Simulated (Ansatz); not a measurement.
Two structures of SiN2H10O, closed shell, reached by relaxing down either side of one saddle point (PBE0-D4/def2-TZVP). Energies are electronic, without zero-point energy. Computed with Ansatz 0.2.0 (basis: def2-TZVPP and def2-QZVPP); correlated methods freeze the cores. Extrapolation: Hartree–Fock as exp(−7.88 √X), correlation as X^−2.97. First:

```tsv
atom	x (Å)	y (Å)	z (Å)
Si1	0.6178	1.3028	0.4747
O2	0.8263	2.1612	1.9051
H3	1.2736	2.1359	-0.5696
H4	1.3117	0.0033	0.7150
H5	-0.8626	1.2489	0.4672
H6	-0.3729	-0.7949	-1.2075
N7	0.1310	0.0335	-1.5346
H8	-0.5316	-1.8826	0.9360
N9	-1.2112	-2.0819	0.2103
H10	1.7285	2.3863	2.1340
H11	-0.4564	0.5356	-2.1890
H12	0.9611	-0.2661	-2.0309
H13	-1.3220	-3.0873	0.1655
H14	-2.0934	-1.6946	0.5238
```

Second:

```
14
angstrom
Si 0.7295 1.5229 -0.7603
O -0.2524 0.1967 2.5928
H 1.3884 2.6349 -1.5087
H 1.7482 0.9190 0.1328
H -0.4166 2.0738 -0.0046
H -0.5986 -1.2276 -0.3101
N 0.1173 0.2513 -1.7828
H -0.4258 -0.5168 1.9446
N -0.8421 -1.7252 0.5459
H 0.6824 0.1292 2.7937
H -0.6832 0.4864 -2.3532
H 0.7936 -0.2321 -2.3574
H -0.3978 -2.6343 0.5217
H -1.8430 -1.8780 0.5456
```

(1) Which bonds change from the first to the second?

(2) Give the saddle point's structure and its height above each. (An estimate is asked for; the value comes from the calculation.)

The T1 diagnostic stays at or below 0.011.

Answers

(1) SiH₄O ([OH][SiH3]) + NH₃ + NH₃ → SiNH₅ ([NH2][SiH3]) + H₂O + NH₃; bonds formed: Si1–N7, O2–H8, H6–N9; bonds broken: Si1–O2, H6–N7, H8–N9.

(2) Computed: 29.19 kcal/mol above the first and 20.64 kcal/mol above the second (CCSD(T) at an estimated basis limit (MP2 extrapolated from triple and quadruple zeta, plus CCSD(T) − MP2 in triple zeta)).
```
14
angstrom
Si 0.5028 1.2000 -0.1456
O 0.2637 0.4683 1.5215
H 0.7374 2.6768 -0.3328
H 2.0035 0.8476 0.0576
H -1.0442 1.3146 -0.1158
H -0.5985 -1.2268 -0.3690
N 0.3731 0.0421 -1.5015
H -0.4149 -0.5551 1.2108
N -1.0078 -1.4265 0.5711
H 1.1380 0.2315 1.8544
H -0.3488 0.2524 -2.1798
H 1.2351 -0.1975 -1.9740
H -0.8355 -2.3840 0.8522
H -2.0040 -1.2434 0.5509
```

Labels in which every atom is bracketed show which atoms are joined, not bond orders.

For scale, one of the runs: CCSD(T)/def2-TZVPP, 275 basis functions, launched by `ansatz run in.yaml --threads 8 --pin off --events-out ev --progress --plain --max-ram 19148MiB`. Hardware: 8 CPU threads of a Oxide Virtual Turin-like, shared host. Wall time 68 s; peak host memory 7.7 GiB.
